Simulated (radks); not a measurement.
Ionisation of neutral molybdenum, [Kr] 4d5 5s1, to [Kr] 4d5 as the strength of local exchange is varied. Method: scalar-relativistic Kohn-Sham, Slater X-alpha exchange (alpha = 2/3 is LDA exchange), no correlation, spin-polarised, spherical densities, point nucleus; open shells are filled with parallel spins first (spin-orbit coupling, left out, can overturn this in heavy ions); computed with a radial shooting solver on a logarithmic mesh with Libxc functionals.

alpha  E(Mo) (hartree)  exchange (hartree)  IE (eV)  -e of the level emptied (eV)  <r> of it (bohr)
0.61       -4030.92724          -105.41879    6.902                    4.068 (5s)             3.545
0.667      -4040.80580          -115.55617    7.251                    4.393 (5s)             3.486
0.685      -4043.93045          -118.76756    7.364                    4.498 (5s)             3.467
0.749      -4055.06012          -130.22501    7.769                    4.882 (5s)             3.403
0.818      -4067.09388          -142.64601    8.217                    5.312 (5s)             3.335
0.894      -4080.38994          -156.40905    8.723                    5.804 (5s)             3.264
1.027      -4103.76241          -180.70034    9.637                    6.708 (5s)             3.146
x          -4022.28206           -96.56644    6.602                    3.794 (5s)             3.598

Which alpha was used in the last row?

Answer. alpha = 0.56. NIST Atomic Spectra Database: 7.092 eV (measured). The Delta-SCF value meets it near alpha = 0.64. Open shells are spherical and high-spin; term and fine-structure splittings are not resolved.
